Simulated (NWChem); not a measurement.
System: BNH$_{2}$Br$_{2}$; SMILES BrB(N)Br

```xyz
6

B      0.0000     0.0000    -0.6418
Br     1.6774     0.0000     0.3233
Br    -1.6774     0.0000     0.3233
N      0.0000     0.0000    -2.0368
H     -0.8618     0.0000    -2.5833
H      0.8618     0.0000    -2.5833
```
Atoms are numbered in this order, from 1.

All runs use the structure optimised with PBE-D3(BJ)/def2-SVP.

Symmetry labels are those of C2v in the frame above (b1 and b2, or b-type labels, depend on it).

### Question
List the 6 lowest vertical singlet excitations from PBE/6-31G* (spherical d), full TDDFT (NWChem).

### Answer
```tsv
state	energy (eV)	oscillator strength	symmetry	leading excitation (squared amplitude)
S1	5.80	0.000	a2	HOMO → LUMO (1.00)
S2	6.44	0.001	b2	HOMO−3 → LUMO (1.00)
S3	6.48	0.073	b1	HOMO−2 → LUMO (0.89)
S4	6.81	0.124	a1	HOMO−1 → LUMO (0.90)
S5	7.03	0.000	b2	HOMO−1 → LUMO+1 (0.99)
S6	7.22	0.113	b1	HOMO → LUMO+1 (0.87)
```
